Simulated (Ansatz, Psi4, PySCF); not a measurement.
CH7AlGeO (SMILES C[O][AlH][GeH3]), singlet, at a GFN2-xTB geometry (such geometries of metal compounds can be far from the true shape), atoms displaced at random by about 0.08 Å a coordinate. Base run: R2SCAN/STO-3G, gradient (PySCF).

Input for PySCF:
```python
from pyscf import gto, scf, dft

mol = gto.M(
    atom='''
Al    1.02580263    0.13613969   -0.26961248
Ge   -0.66071117   -0.03301013    1.41625210
H    -1.18459724   -1.43318385    1.30426848
H    -0.09050547    0.25769093    2.78625351
H    -1.78092671    0.91082397    1.25426821
H     2.42067510    0.51187983   -0.20573259
O     0.41434381   -0.02388877   -2.02067483
C     0.11191953   -0.23432218   -3.19463604
H    -0.05776699   -1.28378314   -3.52777278
H    -0.78258192    0.28646731   -3.39809945
H     0.82006852    0.37772341   -3.92237292
''',
    basis='sto-3g',
    verbose=4,
)

mf = dft.RKS(mol)
mf.xc = 'r2scan'
mf.kernel()
g = mf.nuc_grad_method()
grad = g.kernel()
```

Programs used: Ansatz (an electronic-structure program), Psi4, PySCF; a row that names a program was run with it.

The coordinate followed is y of atom 4.

Variants of this job, named by their change:

```csv
change,dE/dx (Eh/bohr),net force (Eh/bohr)
base,0.012215,0.001023
code = ansatz,0.012216,0.000000
finite difference step (bohr) = 1e-3; conv_tol = 1e-11,0.012216,-
finite difference step (bohr) = 0.01; conv_tol = 1e-11,0.012216,-
grids.level = 1; grid_response = on,0.012151,0.000000
finite difference step (bohr) = 1e-5; conv_tol = 1e-11,0.012216,-
grid_response = on,0.012216,0.000000
grids.level = 1; grid_response = off,0.012203,0.001573
code = psi4,0.012218,0.004553
conv_tol = 1e-6,0.012215,0.001023
conv_tol = 1e-11,0.012215,0.001023
grids.level = 0; grid_response = off,0.012208,0.026152
```

The net force is zero for an exact gradient.
